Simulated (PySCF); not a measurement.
C3H4O2Si, SMILES O=C1C=C[SiH2]O1. Geometry optimised at PBE-D3(BJ)/def2-SVP. The structure was generated by enumeration, and PubChem lists no compound with its InChIKey, so it may never have been made.

Computed equilibrium geometry at PBE-D3(BJ)/def2-SVP (PySCF confirms it by a frequency run) as a Z-matrix, and its point group:
point group Cs.
```
C
C 1 1.3534
H 1 1.1003 2 122.99
H 2 1.1017 1 126.10 3 0.00
C 2 1.5070 4 117.11 1 180.00
O 5 1.2083 2 125.82 4 0.00
O 5 1.3804 6 122.54 2 180.00
Si 7 1.7198 5 112.20 6 180.00
H 8 1.4986 7 110.32 5 118.88
H 8 1.4986 9 110.39 7 -122.19
```
Charge 0, spin multiplicity 1.
